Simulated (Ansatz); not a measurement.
Q: Predict a relaxed structure of Au(CO)H (CHAuO), charge 0, singlet, at PBE0-D4/def2-TZVP (Ansatz).

A: 
```tsv
atom	x (Å)	y (Å)	z (Å)
Au1	-0.060	-0.686	-0.519
C2	0.077	0.878	0.664
O3	0.156	1.773	1.341
H4	-0.174	-1.964	-1.485
```
Point group C∞v (tolerance 0.1 Å). The metal has 2 neighbours: C 1.97 Å, H 1.61 Å. This is one stationary point.

In the def2 sets Au takes a core potential; there is no spin–orbit coupling.
